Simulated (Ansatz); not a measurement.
Relaxing a trial structure of CHBFI

The starting geometry of this gas-phase singlet was optimised with GFN2-xTB; its bonds are those of `F[BH-]=[C+]I`.

```xyz
5

C    -0.3275   -0.5034   -1.4342
B    -1.0744   -1.5636   -1.9578
F    -2.3553   -1.8582   -2.1255
I     1.2874    0.5593   -0.9024
H    -0.2038   -2.3071   -2.2895
```

Question: Where would you expect an optimisation with PBE0-D3(BJ)/def2-SVP to take it?

Answer: It rearranges to `FB=CI`. Contacts that open: B2–H5 (1.19 → 2.26 Å). Contacts that close: C1–H5 (2.00 → 1.09 Å).

The energy falls by 1.84 eV over 21 steps:

| step | E − E(last) (eV) |
| --- | --- |
| 1 | 1.839 |
| 3 | 1.748 |
| 5 | 1.742 |
| 8 | 1.343 |
| 10 | 0.579 |
| 12 | 0.320 |
| 14 | 0.056 |
| 17 | 0.010 |
| 19 | 0.000 |
| 21 | 0.000 |

Final geometry (Å):

```xyz
5

C    -0.0126   -1.3116   -1.8174
B    -1.3931   -1.4055   -1.8898
F    -2.6725   -1.4475   -1.9350
I     0.6355    0.4901   -0.9325
H     0.7692   -1.9984   -2.1348
```

The end wasn't checked by frequencies. Atoms past krypton carry core potentials, without spin–orbit terms. Run with Ansatz 0.2.0, 46 s on 1 thread of Arm Neoverse V2, with other jobs on the host.
